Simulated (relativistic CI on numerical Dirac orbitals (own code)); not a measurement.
## What each ingredient does to the levels of Rh²³⁺

Base calculation: Dirac-Coulomb-Breit CI, KLI orbitals optimised for each configuration, model QED, unscaled Slater integrals.

CI space (outside the closed core [Ne]): 3s2 3p6 3d4, 3s2 3p5 3d5, 3s 3p6 3d5, 3s2 3p6 3d3 4s, 3s2 3p6 3d3 4p, 3s2 3p6 3d3 4d, 3s2 3p6 3d3 4f, 3s2 3p5 3d4 4s, 3s2 3p5 3d4 4p, 3s2 3p6 3d2 4s 4p, 3s 3p6 3d4 4s, 3s2 3p6 3d3 5s, 3s2 3p6 3d3 5p, 3s 3p6 3d4 4p, 3s2 3p6 3d3 5d, 3p6 3d5 4p, 3s2 3p6 3d3 5g, 3p6 3d6, 3p5 3d7, 3s2 3p6 3d2 4s2, 3s2 3p6 3d 4s2 4p, 3s2 3p6 3d 4s2 4d, 3s2 3p6 3d 4s2 4f, 3s2 3p6 3d2 4p2, 3s2 3p6 3d 4s 4p2, 3s2 3p6 3d 4p3, 3s2 3p6 3d 4p2 4d, 3s2 3p6 3d 4p2 4f, 3s2 3p6 3d2 4s 4d, 3s2 3p6 3d 4s 4p 4d, 3s2 3p6 3d 4s 4d2, 3s2 3p6 3d 4s 4d 4f, 3p6 3d5 4s, 3p5 3d6 4s. Double excitations out of closed p, d and f shells are left out; levels of such configurations are missing from the list, as are those of other unlisted configurations, and high levels can miss mixing partners. These lack a partner that the ground configuration has and come out too high: 3s2 3p5 3d4 4p.

Variants: (1) valence Slater integrals scaled by 0.9; (2) Breit term removed; (3) only the first configuration. Shifts of the energy above 3s2 3p6 3d4 5D_0, in cm⁻¹, for the lowest level and the first level of each name with at least 55 % of one term (blank where a level changes its place among those of its configuration and J or its character, or is not in the variant):

```csv
Level,Base,Δ(1),Δ(2),Δ(3)
3s2 3p6 3d4 5D_0,0,0,0,0
3s2 3p6 3d4 5D_1,17701,+1704,+1448,-275
3s2 3p6 3d4 5D_2,34036,+2151,+2768,-271
3s2 3p6 3d4 5D_3,47491,+1797,+3803,-201
3s2 3p6 3d4 5D_4,57254,+450,+4655,-216
3s2 3p6 3d4 3P_0,91782,-3734,+1662,+1262
3s2 3p6 3d4 3H_4,99419,-5089,+3534,-1260
3s2 3p6 3d4 3G_3,120353,-6521,+2959,+190
3s2 3p6 3d4 3H_5,122885,-5573,+5327,-1884
3s2 3p6 3d4 3F_2,125621,-7057,+2686,+307
3s2 3p6 3d4 3P_1,125828,-5143,+3018,+723
3s2 3p6 3d4 3H_6,132541,-6179,+6941,-2553
3s2 3p6 3d4 3F_3,162430,-8189,+4470,+1341
3s2 3p6 3d4 3D_3,171836,-7622,+4339,+2561
3s2 3p6 3d4 3G_5,178453,-6425,+7291,-270
3s2 3p6 3d4 1I_6,189153,-8246,+7916,-2815
3s2 3p6 3d4 3D_1,192102,-8441,+4243,+3619
3s2 3p6 3d4 1S_0,215945,-9548,+5030,+6472
3s2 3p6 3d4 1F_3,237729,-13349,+5417,+2235
3s2 3p5 3d5 7P°_4,1132172,+23912,+7913,
3s2 3p5 3d5 7P°_3,1181621,+20956,+7675,
3s2 3p5 3d5 5P°_1,1248569,+13404,+7158,
```

At this charge energies of transitions that change n are usually good to better than 1 %, and those within a shell (Δn = 0) to a few per cent. Terms inside the open d or f shell come out 10 to 20 % too wide with unscaled integrals.

Ionisation energy from the two ground configurations alone: base 1131.2 eV; valence Slater integrals scaled by 0.9 1130.89 eV; Breit term removed 1131.66 eV. The NIST ASD value (theoretical) is 1131 eV.

LS names give the leading component of a level, which can be under half, so a name can repeat, a term be missing and a line seem to break the LS rules.
